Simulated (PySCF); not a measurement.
Mayer bond orders and bond lengths

Species: C6H8N2OSi.
SMILES with atom numbers: `[CH2:1]=[CH:2][Si@H:3]([CH:4]=[O:5])/[N:6]=[C:7](/[CH3:8])[C:9]#[N:10]` (hydrogens: H11, H12 on C1; H13 on C2; H14 on Si3; H15 on C4; H16, H17, H18 on C8)

Structure used (GFN2-xTB), in Å, numbered top down from 1:
```
atom  x, y, z in Å
C1    -3.2199   -0.8598   -0.8436
C2    -2.0259   -0.3473   -1.0933
Si3   -0.8292    0.2490    0.2354
C4    -1.0471    2.1615    0.3355
O5    -1.6757    2.7047    1.2036
N6     0.6960    0.1436   -0.5329
C7     1.8241   -0.3761   -0.3052
C8     2.9741   -0.2109   -1.2472
C9     2.0942   -1.1650    0.8570
N10    2.2846   -1.7986    1.7934
H11   -3.8894   -1.1740   -1.6300
H12   -3.5865   -0.9915    0.1613
H13   -1.7102   -0.2392   -2.1241
H14   -1.0851   -0.3330    1.5499
H15   -0.6036    2.7700   -0.4801
H16    3.8093    0.2643   -0.7328
H17    3.3120   -1.1875   -1.5932
H18    2.6695    0.3960   -2.0952
```

Bond orders from the PBE0/pcSseg-1 density (PySCF). Geometry: GFN2-xTB, one conformer, isolated molecule.

How far do the computed orders between heavy atoms stray from the drawn ones?

The largest departure is 0.175, at Si3–C4 (drawn single, 0.825). Drawn single, order below 0.88: Si3–C4 (0.825).

Give the Mayer order of every bond, beside its length.

```json
{"bond": "C1–C2", "drawn as": "double", "length (Å)": "1.323", "Mayer order": "1.972"}
{"bond": "C2–Si3", "drawn as": "single", "length (Å)": "1.885", "Mayer order": "0.901"}
{"bond": "Si3–C4", "drawn as": "single", "length (Å)": "1.927", "Mayer order": "0.825"}
{"bond": "C4–O5", "drawn as": "double", "length (Å)": "1.202", "Mayer order": "1.945"}
{"bond": "Si3–N6", "drawn as": "single", "length (Å)": "1.711", "Mayer order": "0.949"}
{"bond": "N6–C7", "drawn as": "double", "length (Å)": "1.263", "Mayer order": "1.878"}
{"bond": "C7–C8", "drawn as": "single", "length (Å)": "1.496", "Mayer order": "1.004"}
{"bond": "C7–C9", "drawn as": "single", "length (Å)": "1.430", "Mayer order": "0.959"}
{"bond": "C9–N10", "drawn as": "triple", "length (Å)": "1.147", "Mayer order": "2.990"}
{"bond": "C1–H11", "drawn as": "single", "length (Å)": "1.080", "Mayer order": "0.951"}
{"bond": "C1–H12", "drawn as": "single", "length (Å)": "1.078", "Mayer order": "0.954"}
{"bond": "C2–H13", "drawn as": "single", "length (Å)": "1.083", "Mayer order": "0.936"}
{"bond": "Si3–H14", "drawn as": "single", "length (Å)": "1.460", "Mayer order": "0.928"}
{"bond": "C4–H15", "drawn as": "single", "length (Å)": "1.110", "Mayer order": "0.891"}
{"bond": "C8–H16", "drawn as": "single", "length (Å)": "1.090", "Mayer order": "0.938"}
{"bond": "C8–H17", "drawn as": "single", "length (Å)": "1.090", "Mayer order": "0.939"}
{"bond": "C8–H18", "drawn as": "single", "length (Å)": "1.086", "Mayer order": "0.957"}
```

By pair of heavy elements: C–C: lowest C7–C9 (0.959, 1.430 Å), highest C1–C2 (1.972, 1.323 Å); in 1 of the 3 pairs the longer bond (by over 0.003 Å) has the higher order (by 0.02 or more). C–Si: lowest Si3–C4 (0.825, 1.927 Å), highest C2–Si3 (0.901, 1.885 Å). C–N: lowest N6–C7 (1.878, 1.263 Å), highest C9–N10 (2.990, 1.147 Å).

Sum the orders of all bonds at each heavy atom with more than one neighbour and set the sums beside the valence in the SMILES.

C1 3.877 (drawn 4), C2 3.809 (drawn 4), Si3 3.603 (drawn 4), C4 3.661 (drawn 4), N6 2.827 (drawn 3), C7 3.841 (drawn 4), C8 3.838 (drawn 4), C9 3.949 (drawn 4). Orders between atoms that aren't bonded are not in these sums.

For a closed shell the Mayer order of atoms A and B is Σ (PS)μν (PS)νμ over the basis functions μ on A and ν on B, with P the density and S the overlap matrix.

These values come from a run that also computed NMR shieldings. Time: 43 s of wall time; peak memory 0.97 GiB. Hardware: one thread of an Intel Xeon 6975P-C, no GPU (shared host).
